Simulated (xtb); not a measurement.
C8H12, charge +1, doublet, at a GFN2-xTB geometry (a state made from the parent by changing its charge; the spin is typed, not shown lowest). Base run: GFN2-xTB (xtb).

The xtb input:
```
$ xtb mol.xyz --gfn 2 --chrg 1 --uhf 1 --json

# file mol.xyz
20

C     -0.65011825    -1.71950227    -0.13870389
C      0.69981445    -1.66478550    -0.13259833
C      1.51839289    -0.52755998    -0.58746850
C      1.51446175     0.52431201     0.60038176
C      0.70222400     1.66328401     0.13856792
C     -0.64759145     1.72089203     0.13317851
C     -1.55916207     0.61101322     0.48957889
C     -1.55624167    -0.60767685    -0.50284362
H     -1.12194807    -2.63715076     0.18642015
H      1.24616450    -2.48411509     0.31868750
H      1.11994412    -0.06699706    -1.49142236
H      2.54791253    -0.82708841    -0.77192978
H      2.54301248     0.82163639     0.79360587
H      1.10734435     0.06461179     1.50090569
H      1.25415074     2.48143743    -0.30804168
H     -1.11466908     2.63954602    -0.19594320
H     -1.28461412     0.21856272     1.47258104
H     -2.57901857     0.98774312     0.53679645
H     -1.27249307    -0.21582424    -1.48346866
H     -2.57646367    -0.98222197    -0.55874742
```

Variants of this job, named by their change:

```
change          ΔE vs base (mEh)  G_solv (kcal/mol)  SCF cycles
--------------  ----------------  -----------------  ----------
base                       0.000                  -          10
alpb = dmso              -76.372             -48.05          11
alpb = acetone           -74.422             -46.78          11
etemp = 1000              -0.097                  -          10
etemp = 5000             -17.776                  -          10
acc = 0.0001               0.000                  -          17
acc = 1000                 0.055                  -           5
```

ALPB and GBSA are two models with their own fitted parameters for each solvent, which aren't always the measured dielectric constant.
